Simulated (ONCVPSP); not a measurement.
## In: variants of one ONCV potential

Base potential:

```json
{
 "Element": "In (Z = 49)",
 "Generator": "ONCVPSP 4.0.1",
 "Type": "optimised norm-conserving Vanderbilt (ONCV)",
 "Functional": "LDA (Perdew-Wang 92)",
 "Relativity": "scalar-relativistic",
 "Frozen core": "[Ar] 3d10",
 "Valence charge": "21",
 "Reference configuration": "4s2 4p6 4d10 5s2 5p1",
 "Partial waves": "4s+5s: rc 1.30 bohr, ncon 4, nbas 7, qcut 9.7 1/bohr, 2 projectors; 4p+5p: rc 1.20 bohr, ncon 3, nbas 7, qcut 13.7 1/bohr, 2 projectors; 4d: rc 1.60 bohr, ncon 4, nbas 9, qcut 10.1 1/bohr, 2 projectors, debl 1.7 Ha",
 "Local potential": "polynomial inside 0.95 bohr (lpopt 5, dvloc0 0 Ha)",
 "Core correction": "none"
}
```

All-electron outer shells of the reference configuration (LDA (PZ), scalar-relativistic, ld1.x):

| shell | level (eV) | outermost node (bohr) | outermost maximum (bohr) |
| --- | --- | --- | --- |
| 3p | -648.74 | 0.14 | 0.31 |
| 3d | -433.01 | – | 0.26 |
| 4s | -119.46 | 0.41 | 0.77 |
| 4p | -78.05 | 0.42 | 0.82 |
| 4d | -18.71 | 0.40 | 0.94 |
| 5s | -8.49 | 1.02 | 2.13 |
| 5p | -2.70 | 1.14 | 2.85 |

Cutoffs, loose and tight: the cutoffs (Ha) at which the residual kinetic energy of the hardest occupied pseudo-wave falls to 1 and 0.1 mHa per electron. They do not see the model core or the augmentation charge, which bear on the density cutoff. Test errors are all-electron minus pseudo excitation energies from the reference, over the configurations 4s2 4p6 4d10 5s2 5p0; 4s2 4p6 4d10 5s1 5p0; 4s2 4p6 4d10 5s0 5p0; 4s2 4p6 4d9 5s2 5p1. A dash means not determined; rows that change the core or the reference have their own tests. The largest error is taken over the tests solved by every variant that gives reliable tests at all: 4s2 4p6 4d10 5s1 5p0; 4s2 4p6 4d10 5s2 5p0; 4s2 4p6 4d9 5s2 5p1.

```tsv
change	outcome	cutoff, loose	cutoff, tight	bound ghosts	GHOST(+) flags above zero	largest test error (meV)
base	generated	59 Ha	70 Ha	none	s	-4.1
d: qcut 7.1	generated	59 Ha	113 Ha	none	s	+27
d: qcut 10.5	generated	59 Ha	70 Ha	none	s	-4.1
d: qcut 11.6	generated	59 Ha	70 Ha	none	s	-4.1
d: qcut 12.9	generated	59 Ha	70 Ha	none	s	-4.1
d: qcut 13.9	generated	59 Ha	70 Ha	none	s	-4.2
d: qcut 15.1	failed: ERROR pspot: first pseudo wave function has node, program will stop	–	–	–	–	–
```

Question: What comes out with this change to the base: d: qcut 6?

Answer: outcome: generated; cutoff, loose: 111 Ha; cutoff, tight: 128 Ha; bound ghosts: none; GHOST(+) flags above zero: s, d; largest test error (meV): +50.

Question: What comes out with this change to the base: d: qcut 8.5?

Answer: outcome: generated; cutoff, loose: 59 Ha; cutoff, tight: 70 Ha; bound ghosts: none; GHOST(+) flags above zero: s; largest test error (meV): +12.

Question: What comes out with this change to the base: d: qcut 9.2?

Answer: outcome: generated; cutoff, loose: 59 Ha; cutoff, tight: 70 Ha; bound ghosts: none; GHOST(+) flags above zero: s; largest test error (meV): +7.1.

Reading the sweep of the qcut of the d channel (base included, trends over the rows without a ghost): The loose cutoff falls from 111 Ha at 6 to 59 Ha at 13.9 1/bohr. The generation fails at 15.1 1/bohr.
